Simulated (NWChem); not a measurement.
System: C2H9NSi; SMILES C[C@@H](N)[SiH3]

Excerpt of the output:

```
             Northwest Computational Chemistry Package (NWChem) 7.3.0
             --------------------------------------------------------

                             Geometry "geometry" -> ""
                             -------------------------

 Output coordinates in angstroms (scale by  1.889725989 to convert to a.u.)

  No.       Tag          Charge          X              Y              Z
 ---- ---------------- ---------- -------------- -------------- --------------
    1 C                    6.0000    -1.22207300     1.22985500     0.10268100
    2 C                    6.0000     0.01772500     0.50027400    -0.39749400
    3 N                    7.0000     1.22117300     1.16271700     0.10830500
    4 Si                  14.0000    -0.00615500    -1.36217800     0.02503200
    5 H                    1.0000    -1.15528100     2.30028400    -0.14873600
    6 H                    1.0000    -1.31835700     1.15302100     1.19910500
    7 H                    1.0000    -2.14306400     0.82038400    -0.33980900
    8 H                    1.0000     0.03851500     0.58468600    -1.49949700
    9 H                    1.0000     2.06447000     0.73050100    -0.26491000
   10 H                    1.0000     1.27742900     1.07359700     1.12288100
   11 H                    1.0000     1.23634800    -2.00399100    -0.51248500
   12 H                    1.0000     0.00601400    -1.51479500     1.51644500
   13 H                    1.0000    -1.19352500    -2.09737100    -0.52030800

 Effective nuclear repulsion energy (a.u.)     174.7553171220

                                 NWChem DFT Module
                                 -----------------

 Summary of "ao basis" -> "ao basis" (spherical)
 ------------------------------------------------------------------------------
       Tag                 Description            Shells   Functions and Types
 ---------------- ------------------------------  ------  ---------------------
 C                           6-31g*                  6       14   3s2p1d
 N                           6-31g*                  6       14   3s2p1d
 Si                          6-31g*                  8       18   4s3p1d
 H                           6-31g*                  2        2   2s

 in cosmo_initialize ...
 calling solv_data for solv:ethanol

 solvent parameters
 solvname_short: ethanol
 solvname_long:  ethanol
 dielec:       24.8520
 dielecinf:     1.8526
 nonaqueous SMD model solvent descriptors
 dielec:       24.8520
 sola:          0.3700
 solb:          0.4800
 solc:          0.0000
 solg:         31.6200
 solh:          0.0000
 soln:          1.3611

          ---------------
          -cosmo- solvent
          ---------------
 Cosmo: York-Karplus, doi: 10.1021/jp992097l
 dielectric constant -eps-     =  24.85
 screen = (eps-1)/(eps    )    =   0.95976
 surface charge correction     = lagrangian

   van der Waals surface
 --------------------------

 ---------- ATOMIC COORDINATES (A.U.) ------------ VDWR(ANG.) --
     1   -2.30938311    2.32408896    0.19403895     1.850
     2    0.03349539    0.94538078   -0.75115474     1.850
     3    2.30768235    2.19721653    0.20466677     1.890
     4   -0.01163126   -2.57414317    0.04730362     2.470
     5   -2.18316453    4.34690646   -0.28107028     1.200
     6   -2.49133349    2.17889375    2.26597988     1.200
     7   -4.04980374    1.55030097   -0.64214590     1.200
     8    0.07278280    1.10489633   -2.83363845     1.200
     9    3.90128261    1.38044672   -0.50060731     1.200
    10    2.41399078    2.02880415    2.12193741     1.200
    11    2.33635895   -3.78699387   -0.96845622     1.200
    12    0.01136481   -2.86254748    2.86566553     1.200
    13   -2.25543521   -3.96345649   -0.98323955     1.200
 number of segments per atom =        128
 number of   points per atom =        128
 atom (   nspa,  nppa )
 ----------------------
    1 (     51,     0 )       0
    2 (      9,     0 )       0
    3 (     66,     0 )       0
    4 (     88,     0 )       0
    5 (     52,     0 )       0
    6 (     53,     0 )       0
    7 (     54,     0 )       0
    8 (     53,     0 )       0
    9 (     45,     0 )       0
   10 (     40,     0 )       0
   11 (     33,     0 )       0
   12 (     34,     0 )       0
   13 (     33,     0 )       0
 number of -cosmo- surface points =      611
 molecular surface =    122.966 angstrom**2
 molecular volume  =    109.597 angstrom**3
 -lineq- algorithm             =   0
 -bem- low  level              =   3
 -bem- from -octahedral-
 gaussian surface charge width =   4.50000
 degree of switching           =   1.00000
 switching function tolerance  =   0.00010
 atomic radii =
 --------------
    1  6.000  1.850
    2  6.000  1.850
    3  7.000  1.890
    4 14.000  2.470
    5  1.000  1.200
    6  1.000  1.200
    7  1.000  1.200
    8  1.000  1.200
    9  1.000  1.200
   10  1.000  1.200
   11  1.000  1.200
   12  1.000  1.200
   13  1.000  1.200
 ...... end of -cosmo- initialization ......

 nat:                    13
 ixmem:                  9153
 calling mnsol_interface()
 G(SMD-CDS) energy (kcal/mol)  =     0.185
 SMD-CDS SASA (angstrom**2)    =   154.839

            General Information
            -------------------
          SCF calculation type: DFT
          Wavefunction type:  closed shell.
          No. of atoms     :    13
          No. of electrons :    42
           Alpha electrons :    21
            Beta electrons :    21
          Charge           :     0
          Spin multiplicity:     1
          Use of symmetry is: off; symmetry adaption is: off
          Maximum number of iterations: 150
          AO basis - number of functions:    78
                     number of shells:    44
          Convergence on energy requested:  1.00D-06
          Convergence on density requested:  1.00D-05
          Convergence on gradient requested:  5.00D-04

              XC Information
              --------------
                       M05-2X Method XC Functional
                     Hartree-Fock (Exact) Exchange  0.560
                M05-2X metaGGA Exchange Functional  0.440
                      M05-2X Correlation Potential  1.000

             Grid Information
             ----------------
          Grid used for XC integration:  medium
          Radial quadrature: Mura-Knowles
          Angular quadrature: Lebedev.
          Tag              B.-S. Rad. Rad. Pts. Rad. Cut. Ang. Pts.
          ---              ---------- --------- --------- ---------
          C                   0.70       49          10.0       434
          N                   0.65       49          10.0       434
          Si                  1.10       88          10.0       590
          H                   0.35       45          11.0       434
          Grid pruning is: on
          Number of quadrature shells:   640
          Spatial weights used:  Erf1

      Superposition of Atomic Density Guess
      -------------------------------------

 Sum of atomic energies:        -422.91564692

      Non-variational initial energy
      ------------------------------

 Total energy =    -425.198116
 1-e energy   =    -926.699258
 2-e energy   =     326.745825
 HOMO         =      -0.262576
 LUMO         =       0.076454

   convergence    iter        energy       DeltaE   RMS-Dens  Diis-err
 ---------------- ----- ----------------- --------- --------- ---------
     COSMO gas phase
 d= 0,ls=0.0,diis     1   -425.7446563963 -6.00D+02  7.24D-03  3.08D-01
 d= 0,ls=0.0,diis     2   -425.7762468598 -3.16D-02  3.10D-03  8.76D-02
 d= 0,ls=0.0,diis     3   -425.7840357062 -7.79D-03  9.80D-04  1.97D-02
 d= 0,ls=0.0,diis     4   -425.7861264604 -2.09D-03  2.10D-04  2.00D-04
 d= 0,ls=0.0,diis     5   -425.7861539114 -2.75D-05  5.94D-05  2.43D-05
  Resetting Diis
 d= 0,ls=0.0,diis     6   -425.7861571933 -3.28D-06  1.88D-05  2.69D-06
 d= 0,ls=0.0,diis     7   -425.7861575780 -3.85D-07  6.69D-06  1.05D-07

   convergence    iter        energy       DeltaE   RMS-Dens  Diis-err
 ---------------- ----- ----------------- --------- --------- ---------
     COSMO solvation phase
 d= 0,ls=0.0,diis     1   -425.7928705602 -6.71D-03  1.21D-03  2.52D-03
 d= 0,ls=0.0,diis     2   -425.7934535360 -5.83D-04  3.12D-04  5.01D-04
 d= 0,ls=0.0,diis     3   -425.7935092888 -5.58D-05  1.54D-04  1.35D-04
 d= 0,ls=0.0,diis     4   -425.7935280192 -1.87D-05  5.01D-05  9.55D-06
 d= 0,ls=0.0,diis     5   -425.7935294829 -1.46D-06  1.70D-05  3.25D-07
 d= 0,ls=0.0,diis     6   -425.7935295682 -8.53D-08  4.61D-06  9.32D-08

         Total DFT energy =     -425.793529568242
      One electron energy =     -930.782521834862
           Coulomb energy =      372.330571999701
    Exchange-Corr. energy =      -42.010677275129
 Nuclear repulsion energy =      174.755317122045

             COSMO energy =       -0.086219579997

 Numeric. integr. density =       42.000032538125

                                COSMO-SMD solvation results
                                ---------------------------

             internal energy in gas <Psi(g)|H|Psi(g)> =      -425.786157578019
         internal energy in solvent <Psi(s)|H|Psi(s)> =      -425.785410674496
                               delta internal energy  =         0.000746903523 (    0.47 kcal/mol)
   total free energy in solvent <Psi(s)|H+V/2|Psi(s)> =      -425.793825070993
 polarization energy contribution <Psi(s)|V/2|Psi(s)> =        -0.008414396497 (   -5.28 kcal/mol)
    total free energy in solvent including G(SMD-CDS) =      -425.793529568242
                       G(SMD-CDS) energy contribution =         0.000295502751 (    0.19 kcal/mol)
     1 M fixed-concentration free energy of solvation =        -0.007371990224 (   -4.63 kcal/mol)

                       DFT Final Molecular Orbital Analysis
                       ------------------------------------

 Vector   19  Occ=2.000000D+00  E=-3.905909D-01
              MO Center=  2.8D-01, -1.1D+00,  1.8D-01, r^2= 3.4D+00
   Bfn.  Coefficient  Atom+Function         Bfn.  Coefficient  Atom+Function
  ----- ------------  ---------------      ----- ------------  ---------------
    51      0.275494   4 Si pz               74     -0.262812  11 H  s
    76      0.252504  12 H  s                73     -0.218908  11 H  s
    75      0.208884  12 H  s                49     -0.177929   4 Si px
    19     -0.169155   2 C  pz               47     -0.114391   4 Si pz
    67      0.114115   8 H  s                68      0.112953   8 H  s

 Vector   20  Occ=2.000000D+00  E=-3.849957D-01
              MO Center= -2.9D-02, -4.2D-01, -4.2D-02, r^2= 4.4D+00
   Bfn.  Coefficient  Atom+Function         Bfn.  Coefficient  Atom+Function
  ----- ------------  ---------------      ----- ------------  ---------------
    49      0.235912   4 Si px               32      0.208468   3 N  py
    78     -0.196750  13 H  s                74      0.182006  11 H  s
    36      0.169314   3 N  py                4     -0.165176   1 C  py
    18      0.162930   2 C  py               76      0.154178  12 H  s
    77     -0.153225  13 H  s                51      0.147881   4 Si pz

 Vector   21  Occ=2.000000D+00  E=-2.838624D-01
              MO Center=  6.4D-01,  6.8D-01, -6.0D-02, r^2= 2.7D+00
   Bfn.  Coefficient  Atom+Function         Bfn.  Coefficient  Atom+Function
  ----- ------------  ---------------      ----- ------------  ---------------
    32      0.437330   3 N  py               36      0.414015   3 N  py
    50      0.279378   4 Si py               18     -0.254587   2 C  py
    48      0.183776   4 Si s                34      0.179916   3 N  s
    22     -0.153743   2 C  py               78     -0.137265  13 H  s
    62      0.126391   5 H  s                33     -0.116593   3 N  pz

 Vector   22  Occ=0.000000D+00  E= 7.664446D-02
              MO Center=  1.4D-02, -1.4D+00,  6.0D-02, r^2= 4.9D+00
   Bfn.  Coefficient  Atom+Function         Bfn.  Coefficient  Atom+Function
  ----- ------------  ---------------      ----- ------------  ---------------
    54      1.283817   4 Si py               20     -0.985902   2 C  s
    22      0.450333   2 C  py               52      0.376223   4 Si s
     6     -0.363010   1 C  s                34     -0.311638   3 N  s
    55     -0.306516   4 Si pz               74      0.247025  11 H  s
    78      0.236860  13 H  s                50      0.214463   4 Si py

 Vector   23  Occ=0.000000D+00  E= 1.079233D-01
              MO Center=  3.4D-03, -1.2D+00, -3.1D-01, r^2= 4.7D+00
   Bfn.  Coefficient  Atom+Function         Bfn.  Coefficient  Atom+Function
  ----- ------------  ---------------      ----- ------------  ---------------
    55      1.357381   4 Si pz               76     -1.081860  12 H  s
    74      0.531338  11 H  s                78      0.524489  13 H  s
     6     -0.365872   1 C  s                34     -0.355318   3 N  s
    62      0.269088   5 H  s                51      0.263228   4 Si pz
    54      0.260640   4 Si py               20      0.217387   2 C  s

 Vector   24  Occ=0.000000D+00  E= 1.086456D-01
              MO Center=  1.3D-02, -8.2D-01,  2.9D-01, r^2= 4.9D+00
   Bfn.  Coefficient  Atom+Function         Bfn.  Coefficient  Atom+Function
  ----- ------------  ---------------      ----- ------------  ---------------
    53      1.277455   4 Si px               74     -0.888810  11 H  s
    78      0.880355  13 H  s                34     -0.446821   3 N  s
     6      0.387379   1 C  s                62     -0.346356   5 H  s
    49      0.287711   4 Si px               72      0.269256  10 H  s
    36      0.208277   3 N  py               70      0.176873   9 H  s

     Multipole analysis of the density
     ---------------------------------

     L   x y z        total         alpha         beta         nuclear
     -   - - -        -----         -----         ----         -------
     0   0 0 0     -0.000000    -21.000000    -21.000000     42.000000

     1   1 0 0      0.084697     -0.003479     -0.003479      0.091655
     1   0 1 0     -0.184497     -0.560539     -0.560539      0.936580
     1   0 0 1      0.062125      0.132738      0.132738     -0.203352

     2   2 0 0    -24.649172    -76.453645    -76.453645    128.258118
     2   1 1 0     -1.236551      2.819267      2.819267     -6.875086
     2   1 0 1      0.508501     -0.234908     -0.234908      0.978318
     2   0 2 0    -30.677669   -133.271675   -133.271675    235.865682
     2   0 1 1      0.731015     -0.860849     -0.860849      2.452714
     2   0 0 2    -24.886237    -28.673773    -28.673773     32.461310
```

Level: M05-2X/6-31G* (spherical d), SMD on the gas-phase geometry. All runs use the structure optimised with PBE0/def2-SVP. Solvent: ethanol.

Task: Write an input that gives this output.

Result: Several could match; the one computed here: the input that was run:
```
start job
memory heap 200 mb stack 900 mb global 1100 mb
geometry units angstroms noautosym nocenter noautoz
  C     -1.222073     1.229855     0.102681
  C      0.017725     0.500274    -0.397494
  N      1.221173     1.162717     0.108305
  Si    -0.006155    -1.362178     0.025032
  H     -1.155281     2.300284    -0.148736
  H     -1.318357     1.153021     1.199105
  H     -2.143064     0.820384    -0.339809
  H      0.038515     0.584686    -1.499497
  H      2.064470     0.730501    -0.264910
  H      1.277429     1.073597     1.122881
  H      1.236348    -2.003991    -0.512485
  H      0.006014    -1.514795     1.516445
  H     -1.193525    -2.097371    -0.520308
end
basis spherical
  C library 6-31g*
  N library 6-31g*
  Si library 6-31g*
  H library 6-31g*
end
dft
  xc m05-2x
  iterations 150
end
cosmo
  do_cosmo_smd true
  solvent ethanol
end
task dft energy
```
